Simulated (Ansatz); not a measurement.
Cost and result for the atomization energy of `C#C[Si](F)(F)F` (7 atoms, 6 bonds).

```xyz
7

C     0.8699   -0.9513    1.4903
C     0.3385   -0.3704    0.5800
Si   -0.4529    0.4953   -0.7758
F    -1.8635   -0.1215   -1.0829
F     0.4159    0.4006   -2.0800
F    -0.6487    2.0137   -0.4286
H     1.3408   -1.4663    2.2971
```

Total charge 0; spin multiplicity 1. The structure was optimised at the PBE0-D4/def2-TZVP level. Program: Ansatz. All runs use 4 threads of an Arm Neoverse V1 on a shared host. Times are those of one run each, without the atoms' runs, and a repeat can differ threefold. Electronic energies, without spin–orbit coupling; frozen cores. CCSD(T)/CBS adds CCSD(T) − MP2 in def2-TZVPP to the MP2 limit, and its time is that of the two runs behind it. T1 = 0.013. B3LYP takes the VWN-RPA correlation (the form of Gaussian; ORCA's B3LYP/G). HSE06 is the plane-wave form, built on full-range PBE exchange.

CCSD(T)/CBS is a level of theory with its own doubt, some kJ/mol a heavy atom from the limit and from the frozen cores, so smaller differences don't rank the functionals.

| level | functions | wall time | atomization (kJ/mol) | difference from CCSD(T)/CBS | per bond |
| --- | --- | --- | --- | --- | --- |
| LDA (SPW92)/def2-TZVPP | 211 | 1.1 s | 3885.5 | 494.1 | 82.3 |
| revPBE-D4/def2-TZVPP | 211 | 1.5 s | 3337.4 | -54.0 | -9.0 |
| BHLYP-D4/def2-TZVPP | 211 | 2.2 s | 3212.7 | -178.7 | -29.8 |
| PBE0-D4/def2-TZVPP | 211 | 2.3 s | 3350.1 | -41.3 | -6.9 |
| HSE06-D4/def2-TZVPP | 211 | 2.4 s | 3352.7 | -38.7 | -6.4 |
| B3LYP-D4/def2-TZVPP (with forces) | 211 | 3.2 s | 3344.5 | -46.9 | -7.8 |
| r2SCAN-D4/def2-TZVPP (with forces) | 211 | 3.6 s | 3381.5 | -9.9 | -1.6 |
| CCSD(T)/def2-SVP | 93 | 4 s | 3126.4 | -265.0 | -44.2 |
| B2PLYP/def2-TZVPP | 211 | 4 s | 3350.8 | -40.6 | -6.8 |
| ωB97M-V/def2-TZVPP (with forces) | 211 | 8.5 s | 3375.8 | -15.6 | -2.6 |
| MP2/def2-QZVPP | 385 | 13 s | 3514.9 | 123.5 | 20.6 |
| CCSD(T)/def2-TZVPP | 211 | 100 s | 3288.2 | -103.2 | -17.2 |
| CCSD(T)/CBS(def2) | – | 120 s | 3391.4 | 0.0 | 0.0 |

From BLYP to BHLYP (50 % exact exchange), in def2-TZVPP and without D4, the atomization energy moves by −144.7 kJ/mol: exact exchange takes away binding that semilocal exchange gives to molecules. In def2-TZVPP, CCSD(T) changes the Hartree–Fock value by +797.7 kJ/mol (the triples alone add +64.8 kJ/mol) and MP2 by +960.7 kJ/mol; breaking electron pairs costs correlation energy, which Hartree–Fock lacks. The D4 term adds +24.1 kJ/mol with B3LYP and +12.5 kJ/mol with PBE0; it sums over pairs of atoms, weighted by their polarisabilities, and B3LYP, whose exchange is more repulsive, gets the larger term.
